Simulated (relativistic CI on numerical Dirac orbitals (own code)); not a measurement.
**Er¹⁸⁺: computed level list**

Calculated at this level of theory: Dirac-Coulomb-Breit CI, separate exchange-only KLI orbitals for each configuration, a model potential for QED, unscaled Slater integrals (own radial code, finite nucleus).

Configuration list (outside the closed core [Ar] 3d10): 4s2.4p6.4d10.4f4, 4s2.4p6.4d10.4f3.5s, 4s2.4p6.4d10.4f2.5s2, 4s2.4p6.4d10.4f3.5p, 4s2.4p6.4d10.4f2.5s.5p, 4s2.4p6.4d10.4f2.5p2, 4s2.4p6.4d9.4f5, 4s2.4p6.4d10.4f2.5s.5d, 4s2.4p6.4d10.4f3.5d, 4s2.4p6.4d10.4f2.5p.5d, 4s2.4p6.4d9.4f3.5s2, 4s2.4p6.4d10.4f3.5f, 4s2.4p6.4d10.4f2.5d2, 4s2.4p6.4d10.4f3.6s, 4s2.4p5.4d10.4f5, 4s2.4p6.4d9.4f4.5s, 4s2.4p6.4d10.4f3.5g, 4s2.4p6.4d10.4f3.6d, 4s.4p6.4d10.4f5. Levels of other configurations are missing.

The lowest level is 4s2.4p6.4d10.4f4 5I_4, with 93 % of that term; Hund's rules for 4s2.4p6.4d10.4f4 give 5I with J = 4, in agreement.

```csv
No.,Configuration,Term,J,E (eV),%,Landé g,Lifetime (s)
1,4s2.4p6.4d10.4f4,5I,4,0.0000,93,0.613,
2,4s2.4p6.4d10.4f4,5I,5,0.7293,96,0.903,8.33e-02
3,4s2.4p6.4d10.4f4,5I,6,1.4590,96,1.066,6.64e-02
4,4s2.4p6.4d10.4f4,5I,7,2.1632,93,1.166,8.54e-02
5,4s2.4p6.4d10.4f4,5I,8,2.8359,87,1.230,1.66e-01
6,4s2.4p6.4d10.4f4,5F,1,3.7010,89,0.056,
7,4s2.4p6.4d10.4f4,5F,2,3.7575,75,1.029,1.28e+02
8,4s2.4p6.4d10.4f4,5F,3,4.2257,86,1.218,3.09e-01
9,4s2.4p6.4d10.4f4,5F,4,4.3503,41,1.134,1.94e-02
10,4s2.4p6.4d10.4f4,5S,2,4.3961,80,1.865,8.43e-01
11,4s2.4p6.4d10.4f4,3K,6,4.7703,95,0.865,1.35e-02
12,4s2.4p6.4d10.4f4,5G,2,5.0446,80,0.422,1.65e-01
13,4s2.4p6.4d10.4f4,5F,5,5.1458,68,1.321,5.19e-02
14,4s2.4p6.4d10.4f4,5F,4,5.1563,51,1.127,1.12e-02
15,4s2.4p6.4d10.4f4,3K,7,5.1808,59,0.978,1.19e-02
16,4s2.4p6.4d10.4f4,5G,3,5.2257,62,0.887,7.26e-02
17,4s2.4p6.4d10.4f4,3K,8,5.6903,35,1.052,1.34e-02
18,4s2.4p6.4d10.4f4,3H,5,6.1106,41,1.182,1.13e-02
19,4s2.4p6.4d10.4f4,5G,4,6.2302,70,1.059,1.12e-02
20,4s2.4p6.4d10.4f4,3G,3,6.4780,63,0.830,1.71e-02
21,4s2.4p6.4d10.4f4,3D,2,6.5268,45,1.191,1.06e-02
22,4s2.4p6.4d10.4f4,3L,7,6.9673,64,0.926,9.88e-03
23,4s2.4p6.4d10.4f4,3P,1,6.9746,56,1.035,1.29e-02
24,4s2.4p6.4d10.4f4,5G,5,7.0167,63,1.176,1.46e-02
25,4s2.4p6.4d10.4f4,5G,6,7.1587,57,1.254,1.75e-02
26,4s2.4p6.4d10.4f4,3L,8,7.3102,55,0.995,3.45e-02
27,4s2.4p6.4d10.4f4,3M,8,7.3325,51,0.997,1.15e-02
28,4s2.4p6.4d10.4f4,3L,9,7.4481,58,1.068,2.90e-02
29,4s2.4p6.4d10.4f4,1D,2,7.4528,43,1.013,1.30e-02
30,4s2.4p6.4d10.4f4,3P,0,7.5062,100,,1.00e-01
31,4s2.4p6.4d10.4f4,3D,3,7.6026,69,1.275,2.15e-02
32,4s2.4p6.4d10.4f4,3F,4,7.6186,43,1.132,7.67e-03
33,4s2.4p6.4d10.4f4,3H,6,7.7834,52,1.214,2.53e-02
34,4s2.4p6.4d10.4f4,3G,4,7.9984,56,1.108,1.43e-02
35,4s2.4p6.4d10.4f4,3I,5,8.0063,68,0.896,1.38e-02
36,4s2.4p6.4d10.4f4,3F,2,8.5217,69,0.712,5.20e-03
37,4s2.4p6.4d10.4f4,3D,1,8.6258,45,0.998,9.14e-03
38,4s2.4p6.4d10.4f4,5D,0,8.6644,91,,1.56e-01
39,4s2.4p6.4d10.4f4,3I,6,8.7162,76,1.043,1.16e-02
40,4s2.4p6.4d10.4f4,3P,2,8.7842,40,1.140,1.03e-02
41,4s2.4p6.4d10.4f4,3G,5,8.7971,62,1.144,9.88e-03
42,4s2.4p6.4d10.4f4,3I,7,8.8193,85,1.120,1.68e-02
43,4s2.4p6.4d10.4f4,3M,10,8.8475,96,1.094,7.21e-02
44,4s2.4p6.4d10.4f4,3M,9,8.8552,58,1.051,2.38e-02
45,4s2.4p6.4d10.4f4,3F,3,8.9212,69,1.147,9.02e-03
46,4s2.4p6.4d10.4f4,5D,1,8.9998,84,1.402,3.30e-02
47,4s2.4p6.4d10.4f4,5D,2,9.3965,87,1.429,3.47e-02
48,4s2.4p6.4d10.4f4,1L,8,9.5259,49,0.995,6.86e-03
49,4s2.4p6.4d10.4f4,5D,3,9.7177,59,1.336,1.96e-02
50,4s2.4p6.4d10.4f4,5D,4,9.7524,58,1.338,2.97e-02
51,4s2.4p6.4d10.4f4,3F,3,9.9525,65,1.182,7.88e-03
52,4s2.4p6.4d10.4f4,1G,4,10.1016,54,1.007,7.35e-03
53,4s2.4p6.4d10.4f4,1I,6,10.2530,55,1.055,1.10e-02
54,4s2.4p6.4d10.4f4,3H,4,10.5285,41,1.012,1.56e-02
55,4s2.4p6.4d10.4f4,1D,2,10.7082,51,1.037,5.96e-03
56,4s2.4p6.4d10.4f4,3H,5,10.8025,79,1.038,1.65e-02
57,4s2.4p6.4d10.4f4,1H,5,10.9699,42,1.053,6.11e-03
58,4s2.4p6.4d10.4f4,1K,7,11.1494,83,1.015,1.01e-02
59,4s2.4p6.4d10.4f4,3F,4,11.2367,80,1.218,6.61e-03
60,4s2.4p6.4d10.4f4,3H,6,11.6825,62,1.100,1.27e-02
61,4s2.4p6.4d10.4f4,1D,2,11.7356,75,0.975,5.06e-03
62,4s2.4p6.4d10.4f4,3G,3,11.8024,76,0.837,1.43e-02
63,4s2.4p6.4d10.4f4,3G,4,11.9581,37,1.066,1.00e-02
64,4s2.4p6.4d10.4f4,3K,6,12.3837,72,0.910,2.86e-02
65,4s2.4p6.4d10.4f4,3H,4,12.5056,44,0.960,8.70e-03
66,4s2.4p6.4d10.4f4,1N,10,12.5332,96,1.002,1.32e-02
67,4s2.4p6.4d10.4f4,3G,5,12.6187,62,1.125,7.28e-03
68,4s2.4p6.4d10.4f4,3F,2,12.7432,93,0.693,1.51e-02
69,4s2.4p6.4d10.4f4,3H,4,12.8630,40,1.018,8.06e-03
70,4s2.4p6.4d10.4f4,3K,8,12.8859,70,1.086,3.00e-02
```

Energies count from the lowest computed level; lifetimes are radiative, by E1, M1, E2, M2 decay to levels of this space only; some are left blank where a channel outside the calculation adds to the decay or the decay crosses a small, uncertain gap.

The mean weight of the leading LS term, summed over parents, in these 70 levels is 66 %, and that of the leading jj configuration (from the same eigenvectors) 59 %.

At this charge energies of transitions that change n are usually good to better than 1 %, and those within a shell (Δn = 0) to a few per cent. Terms inside the open d or f shell come out 10 to 20 % too wide with unscaled integrals.

Landé's interval rule says that E(J) − E(J−1) = AJ with one A. For the ground term the intervals give A = 1176.5, 980.9, 811.4, 678.2 cm⁻¹ for J = 5, 6, 7, 8; the multiplet is regular.

LS names give the leading component of a level, which can be under half, so a name can repeat, a term be missing and a line seem to break the LS rules.
